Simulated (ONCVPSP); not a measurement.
## How hard is this caesium ONCV potential?

caesium, optimised norm-conserving Vanderbilt (ONCV), made with ONCVPSP 4.0.1 (PBE, fully relativistic). Core [Kr] 4d10, reference 5s2 5p6 6s1. Waves: 5s+6s: rc 2.30 bohr, ncon 4, nbas 7, qcut 3 1/bohr, 2 projectors; 5p: rc 2.90 bohr, ncon 4, nbas 7, qcut 3.7 1/bohr, 2 projectors, debl 3.2 Ha; d scattering state at 0.02 Ha: rc 2.30 bohr, ncon 4, nbas 8, qcut 2.7 1/bohr, local. Local part: the d channel. Core correction: Teter function, fcfact 2.25, rcfact 1.75.

Open shells are filled in proportion to 2j + 1.

Question: For each optimised wave give the share of its norm inside rc, the residual kinetic energy above qcut (Ha) and the cutoffs (Ha) for errors of 10, 1, 0.1 and 0.01 mHa per electron.

Answer:

| wave | norm inside rc | residual KE | 10 mHa | 1 mHa | 0.1 mHa | 0.01 mHa |
| --- | --- | --- | --- | --- | --- | --- |
| 5s | 0.839 | 8.4e-03 | 4.2 | 19.0 | 23.9 | 33.6 |
| 6s | 0.032 | 1.5e-03 | 1.3 | 5.0 | 12.4 | 23.5 |
| 5p j=3/2 | 0.856 | 1.3e-05 | 2.7 | 3.6 | 4.4 | 8.1 |
| p projector 2 j=3/2 | 0.192 | 3.6e-03 | 5.7 | 8.8 | 22.7 | 26.8 |
| 5p j=1/2 | 0.885 | 4.0e-06 | 3.1 | 4.1 | 5.0 | 5.8 |
| p projector 2 j=1/2 | 0.195 | 2.6e-03 | 5.5 | 7.8 | 22.3 | 26.5 |
| d projector 1 j=5/2 | 0.166 | 1.9e-03 | 2.6 | 4.0 | 6.0 | 35.2 |
| d projector 1 j=3/2 | 0.175 | 2.4e-03 | 2.7 | 4.1 | 7.8 | 36.2 |

The occupied waves need 19 Ha and 24 Ha for 1 and 0.1 mHa.
